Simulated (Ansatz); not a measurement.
`CC[SiH](F)F` + HCl → `CCCl` + `F[SiH2]F` at 500 K and 1 bar (substitution at a C–Si bond).

Calculated with Ansatz (gas phase, PBE0-D4/def2-TZVP geometries, no zero-point term in ΔE). CCSD(T)/CBS adds triple-zeta CCSD(T) − MP2 to the extrapolated MP2 energy (def2 sets, frozen cores). This one scheme is used for every species. Each species was taken in one conformer, which may not be the lowest.

| species | CCSD(T)/CBS energy (Eh) | H − E (kJ/mol) | S (J/(mol·K)) |
| --- | --- | --- | --- |
| `CC[SiH](F)F` | -568.53263 | 256.2 | 401.9 |
| HCl | -460.38127 | 32.5 | 201.9 |
| `CCCl` | -538.89655 | 203.1 | 312.5 |
| `F[SiH2]F` | -489.99391 | 85.3 | 295.3 |

H − E and S are ideal-gas, rigid-rotor, harmonic terms from PBE0-D4/def2-TZVP, for one conformer and one mirror image of each species. 1 Eh = 2625.50 kJ/mol, R = 8.31446 J/(mol·K).

By hand: ΔE, ΔH, ΔS and ΔG.

ΔE = (-538.89655) + (-489.99391) − (-568.53263) − (-460.38127) = 0.02344 Eh = 61.5 kJ/mol. Δ(H − E) = 203.1 + 85.3 − 256.2 − 32.5 = -0.3, so ΔH = 61.2 kJ/mol. ΔS = 312.5 + 295.3 − 401.9 − 201.9 = 4.0 J/(mol·K). ΔG = 61.2 − 500 × (4.0)/1000 = 59.2 kJ/mol.

By hand: the equilibrium constant, and the temperature at which ΔG would vanish if ΔH and ΔS stayed fixed.

log₁₀ K = −ΔG/(RT ln 10) = -6.2. ΔG = 0 at ΔH/ΔS = 15300 K, far beyond where these terms or the molecules hold.

The number of gas molecules stays the same, so ΔS is small and ΔH decides. A doubt of 5 kJ/mol in ΔE shifts log₁₀ K by 0.5 here. Other conformers and mirror images would add mixing entropy, several J/(mol·K) or more a flexible species. These are equilibria of isolated gas molecules and say nothing of rates. Largest T1 diagnostic: 0.012 (customary marks: 0.02 for closed shells, 0.045 for open ones).
